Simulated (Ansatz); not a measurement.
Molecule: sum formula H$_{2}$SeF (charge +1, singlet). It need not be the lowest isomer of its formula. 
Structure (B3LYP-D3(BJ)/def2-TZVP (Ansatz, a quantum-chemistry and plane-wave program) minimum search):
```
Se
F 1 1.7032
H 1 1.4934 2 96.13
H 1 1.4934 3 91.69 2 96.35
```
Charge +1, spin multiplicity 1.

Basis-set convergence of Hartree-Fock and CCSD(T) correlation energies (hartree) with Ansatz. Correlated levels leave the core frozen unless marked. No spin-orbit coupling. Frozen are the shells of the preceding noble gas and the d and f shells that filled before the atom's block. Non-relativistic.

| basis | functions | E(HF) | E(corr, CCSD(T)) | rough core time |
|---|---|---|---|---|
| def2-SVP | 56 | -2499.70480 | -0.34377 | under 20 s |
| def2-TZVPP | 107 | -2500.14233 | -0.44552 | under 20 s |
| def2-QZVPP | 206 | -2500.19638 | -0.48105 | 30 s |

Extrapolating the two largest sets (X = 3 and 4) as X^-3: E(corr) = (64·(-0.48105) - 27·(-0.44552))/37 = -0.5070 Eh, an estimate of the basis-set limit. The largest set recovers 94.9 % of it, the smallest 67.8 %.
